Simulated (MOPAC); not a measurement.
MOPAC input (PM3):

```
PM3 1SCF UHF MS=0.5 GEO-OK AUX(PRECISION=9) THREADS=1
C3H3N2

C     0.43253900 1    1.09436700 1   -0.08055900 1
C    -0.90353300 1    0.83321000 1    0.07923300 1
C    -0.92830600 1   -0.57986500 1    0.12239800 1
N     0.28165600 1   -1.11793900 1   -0.00019900 1
N     1.11734700 1   -0.05207400 1   -0.12591200 1
H    -1.71798100 1    1.52987000 1    0.15220800 1
H    -1.78368200 1   -1.22649100 1    0.23838700 1
H     2.10444800 1   -0.19955600 1   -0.23425000 1
```

From the output:

```
                                                       MOPAC v23.2.5 Linux

          FINAL HEAT OF FORMATION =        137.90558 KCAL/MOL =     576.99695 KJ/MOL

          COSMO AREA              =         98.28 SQUARE ANGSTROMS
          COSMO VOLUME            =         83.56 CUBIC ANGSTROMS

          IONIZATION POTENTIAL    =          9.102443 EV
          ALPHA SOMO LUMO (EV)    =         -9.245  0.155
          BETA  SOMO LUMO (EV)    =         -9.102 -2.789
          NO. OF ALPHA ELECTRONS  =         13
          NO. OF BETA  ELECTRONS  =         12
          MOLECULAR WEIGHT        =         67.0701         POINT GROUP:  Cs

          MOLECULAR DIMENSIONS (Angstroms)

            Atom       Atom       Distance
            H     8    H     6     4.21322
            H     7    C     1     3.03605
            N     4    C     2     0.00000

          SCF CALCULATIONS        =          1

   ATOM   CHEMICAL          X               Y               Z
  NUMBER   SYMBOL      (ANGSTROMS)     (ANGSTROMS)     (ANGSTROMS)

     1       C          0.43253900  *   1.09436700  *  -0.08055900  *
     2       C         -0.90353300  *   0.83321000  *   0.07923300  *
     3       C         -0.92830600  *  -0.57986500  *   0.12239800  *
     4       N          0.28165600  *  -1.11793900  *  -0.00019900  *
     5       N          1.11734700  *  -0.05207400  *  -0.12591200  *
     6       H         -1.71798100  *   1.52987000  *   0.15220800  *
     7       H         -1.78368200  *  -1.22649100  *   0.23838700  *
     8       H          2.10444800  *  -0.19955600  *  -0.23425000  *

                             CARTESIAN COORDINATES

   1    C        0.432539000     1.094367000    -0.080559000
   2    C       -0.903533000     0.833210000     0.079233000
   3    C       -0.928306000    -0.579865000     0.122398000
   4    N        0.281656000    -1.117939000    -0.000199000
   5    N        1.117347000    -0.052074000    -0.125912000
   6    H       -1.717981000     1.529870000     0.152208000
   7    H       -1.783682000    -1.226491000     0.238387000
   8    H        2.104448000    -0.199556000    -0.234250000

           Empirical Formula: C3 H3 N2  =     8 atoms

      MOLECULAR POINT GROUP   :   Cs

          ALPHA EIGENVALUES
 -39.35356 -28.44875 -26.79314 -20.95966 -20.63157 -17.78074 -15.64465 -15.50862
 -15.04581 -12.36175 -11.38636 -10.72900  -9.24463   0.15487   0.82083   1.35828
   2.21237   3.32052   3.49967   4.04466   4.66345   5.04228   6.10653

           BETA EIGENVALUES
 -39.07017 -28.23591 -26.40055 -20.86057 -20.49218 -17.59403 -15.55553 -14.90474
 -14.33848 -12.03179 -10.83906  -9.10244  -2.78862   0.82287   1.42557   1.86136
   2.39057   3.56106   3.62191   4.11001   4.76299   5.13080   6.23185

              NET ATOMIC CHARGES AND DIPOLE CONTRIBUTIONS

  ATOM NO.   TYPE          CHARGE      No. of ELECS.   s-Pop       p-Pop
    1          C          -0.366270        4.3663     1.64537     2.72090
    2          C          -0.003680        4.0037     1.21841     2.78527
    3          C          -0.203668        4.2037     1.22578     2.97789
    4          N          -0.117066        5.1171     1.69110     3.42597
    5          N           0.289335        4.7107     1.29698     3.41368
    6          H           0.141917        0.8581     0.85808
    7          H           0.140896        0.8591     0.85910
    8          H           0.118535        0.8815     0.88147
 DIPOLE           X         Y         Z       TOTAL
 POINT-CHG.     0.378    -0.717    -0.023     0.811
 HYBRID        -1.185    -0.661     0.155     1.366
 SUM           -0.808    -1.378     0.132     1.603

          ATOMIC ORBITAL ELECTRON POPULATIONS

     Atom    s        px        py        pz
    1  C   1.64537   0.97610   1.13459   0.61021
    2  C   1.21841   1.01796   0.92284   0.84448
    3  C   1.22578   0.97178   0.96905   1.03707
    4  N   1.69110   1.03977   1.32746   1.05874
    5  N   1.29698   1.00586   0.95761   1.45021
    6  H   0.85808
    7  H   0.85910
    8  H   0.88147

                    (SZ)    =    0.500000
                    (S**2)  =    0.864523

          ATOMIC ORBITAL SPIN POPULATIONS

    Atom   Total    s     px     py     pz
         Atomic
    1  C  0.0921  0.008 -0.030 -0.013  0.126
    2  C  0.7982  0.049  0.048  0.055  0.646
    3  C -0.4250 -0.032 -0.031 -0.048 -0.315
    4  N  0.5365  0.006  0.028  0.008  0.495
    5  N  0.0288  0.002 -0.001 -0.007  0.034
    6  H -0.0529 -0.053
    7  H  0.0247  0.025
    8  H -0.0023 -0.002

 **********************
 *                    *
 * JOB ENDED NORMALLY *
 *                    *
 **********************

 == MOPAC DONE ==
```

The geometry given is a B3LYP-D3(BJ)/def2-TZVP minimum.

The determinant is spin-contaminated: <S^2> is 0.86 against 0.75 for a pure state.
